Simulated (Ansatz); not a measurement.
Consider the hydrogenolysis of a Ge–N bond: `[NH2][GeH]1[O][SiH2]1` + H₂ → `[O]1[SiH2][GeH2]1` + NH₃.

Gas-phase electronic energies from Ansatz, PBE0-D4/def2-TZVP geometries. CBS: MP2 limit from def2 TZ/QZ plus the TZ coupled-cluster correction, frozen cores. This one scheme is used for every species. Functionals use def2-TZVPP. HSE06 is defined as in plane-wave codes. For Ge outer-core shells are correlated without core-valence functions, which leaves a few kJ/mol of doubt a bond. Scalar relativity is left out up to krypton. One conformer a species, not always the lowest.

(1) Is it downhill or uphill in electronic energy at CCSD(T)/CBS, and by how much? (An estimate is asked.)

(2) What do these levels give: r2SCAN-D4, r2SCAN0-D4, HSE06-D4, BLYP, CCSD/def2-TZVPP, CCSD/CBS(def2)? (An estimate is asked.)

(3) What do rigid-rotor, harmonic-oscillator terms from PBE0-D4/def2-TZVP frequencies (298.15 K, 1 bar) make of the CCSD(T)/CBS value? (Best estimate.)

Largest T1 diagnostic among the species: 0.014.

## Answers

(1) Computed: Downhill: ΔE = -5.8 kJ/mol.

(2) The calculation gave: r2SCAN-D4 -4.9, r2SCAN0-D4 -8.3, HSE06-D4 -10.5, BLYP -13.3, CCSD/def2-TZVPP -11.0, CCSD/CBS(def2) -9.9 kJ/mol.

(3) Computed: ΔZPE = +16.4 kJ/mol, ΔH = +6.8 kJ/mol, ΔS = 23 J/(mol·K), ΔG = 0.0 kJ/mol.

From BLYP to BHLYP (50 % exact exchange), in def2-TZVPP and without D4, ΔE moves by −3.2 kJ/mol. In def2-TZVPP, CCSD(T) changes the Hartree–Fock value by +14.5 kJ/mol (the triples alone add +4.1 kJ/mol) and MP2 by +22.2 kJ/mol.
